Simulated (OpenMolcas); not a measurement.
Ni2+ with 6 ligands (sulfide) in octahedral coordination (Oh). A charge of +1.67 e stands 3.2 Å behind each ligand. Ligand basis ANO-RCC-VDZP.

| Item | Value |
| --- | --- |
| Program | OpenMolcas 26.06 |
| Method | SS-CASPT2, IPEA 0.25 Eh, imaginary shift 0.1 Eh (closed shells correlated: 3s 3p and the ligand valence shells) |
| Basis | ANO-RCC-VDZP [5s4p2d1f] |
| Scalar Hamiltonian | DKH2, point nucleus |
| Active space | 8 electrons in 5 orbitals (3d) |
| State averaging | 2S+1 = 3 even, 10 roots; 2S+1 = 1 even, 15 roots |
| Spin-orbit coupling | state interaction with AMFI integrals over the reference wave functions |

All ligands move together. At R = 2.47 Å the first state of the same spin is 3700 cm-1, and at R = 2.54 Å it is 3010 cm-1.

A third run gives 5480 cm-1. What distance was it run at?

With a power law R^-n the two known points give n = -ln(3010 / 3700) / ln(2.54 / 2.47) = 7.39. Then R = 2.47 × (3700 / 5480)^(1/7.39) = 2.342 Å. The run was at 2.31 Å, so the estimate is off by +0.032 Å.

Roots that are degenerate in the reference are averaged as groups; the widest CASPT2 spread within a group is 210 cm-1 (the 2-fold group of multiplicity 1 near 27300 cm-1 above the lowest state of its run, R = 2.31). Shifts and gaps below about the spread of the groups concerned are not significant. Over all roots computed the reference weight is 0.59 to 0.62 in R = 2.31, 0.57 to 0.63 in R = 2.47, 0.58 to 0.63 in R = 2.54; the roots of lowest weight are the least certain, and an intruder state may touch them. The sulfide ions are held by bare point charges, a crude embedding. A single d shell leaves out the double-shell effect, which counts most for late 3d ions, where the CASPT2 field can be off either way by tens of per cent. Ligand-to-metal charge-transfer states are missing. With oxide or sulfide held by bare charges the field of late divalent 3d ions can come out several times too small, and g and χT far too large. With no ligand orbital active B as a rule stays too high, so bands that hang on it stand too high and its fall with covalency is understated. With one d shell and no ligand orbital active, 10Dq can be off by tens of per cent for divalent 3d ions, low with halides held by bare charges and at times high in hosts, and the orbital part of g and χT goes as 1/10Dq. Free-ion shares, where given, are those of the reference states; single-state CASPT2 does not remix them. These CASPT2 states fit no ligand-field parameters well, so their order and spin gaps are uncertain (holds for R = 2.47; R = 2.54). No measured value stands beside these numbers; the geometry is a model, was not optimised and need not be the one that this ion takes.
